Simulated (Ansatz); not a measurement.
Ideal-gas functions of FGa (`[F][Ga]`) at 800 K and 1 bar, from an Ansatz frequency run at PBE0-D4/def2-TZVP.

Molar mass 88.72 g/mol, point group C∞v (symmetry number 1), electronic degeneracy 1, moments of inertia 47.643 u Å². Harmonic wavenumbers (cm⁻¹, unscaled): 618.

Use S(trans) = R[1.5 ln M + 2.5 ln T − 1.1517]; rotational temperatures θ = 24.2544 K / I; S(rot) = R[ln(T/σθ) + 1]; for each mode x = 1.438777 ν̃/T, S = R[x/(eˣ − 1) − ln(1 − e⁻ˣ)] and H = RT x/(eˣ − 1); 1 cm⁻¹ = 0.0119627 kJ/mol; R = 8.31446 J/(mol·K).

Question: By hand: the entropy, in J/(mol·K).

Answer: Translation 185.3. Rotation: θ = 0.5091 K, giving 69.5. Vibration, mode by mode: 7.85, in all 7.9. Electronic 0.0. Sum 262.7 J/(mol·K).

Question: By hand: H − E and G − E in kJ/mol, counted from the electronic energy.

Answer: Zero-point energy ½ × 618 × 0.0119627 = 3.7; thermal vibration 3.6; translation, rotation and pV give 3.5 RT = 23.3. H − E = 30.6 kJ/mol, and G − E = 30.6 − 800 × 262.7/1000 = -179.6 kJ/mol.

Vibration gives 3 % of the entropy.
